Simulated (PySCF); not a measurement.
The scaffold SiH2(OH)-X carries different groups X. Gas-phase values, no solvent. One relaxed conformer stands for each flexible species; it need not be the lowest. Strings in code marks are SMILES.

These are B3LYP-D3(BJ)/def2-TZVP // PBE0-D4/def2-TZVP (PySCF) values and carry that method's errors. All candidates: neutral, multiplicity 1. B3LYP has the VWN-RPA correlation part, as in Gaussian. Excitations are Tamm–Dancoff values on a coarser integration grid. The basis has no diffuse functions, so Rydberg states are missing or too high.

```json
{
 "HOMO": "-7.44 eV",
 "LUMO": "-0.01 eV",
 "T1 excitation (TDA)": "5.69 eV"
}
```

Task: Identify which member has these values.
A) `NC(=O)[SiH2]O` (O–C–Si–O torsion 0°, C–Si–O–H torsion 0°)
B) `C=C[SiH2]O` (C–C–Si–O torsion -6°, C–Si–O–H torsion -73°)
C) `O[SiH2][GeH3]` (H–O–Si–Ge torsion 60°)
D) `O[SiH2]S` (H–O–Si–S torsion -52°, O–Si–S–H torsion -65°)

Result: D, `O[SiH2]S` (H–O–Si–S torsion -52°, O–Si–S–H torsion -65°). The others give `O[SiH2][GeH3]` (H–O–Si–Ge torsion 60°): -7.61 eV, -0.58 eV, 5.45 eV; `C=C[SiH2]O` (C–C–Si–O torsion -6°, C–Si–O–H torsion -73°): -7.73 eV, -0.69 eV, 4.33 eV; `NC(=O)[SiH2]O` (O–C–Si–O torsion 0°, C–Si–O–H torsion 0°): -7.21 eV, -0.59 eV, 4.35 eV
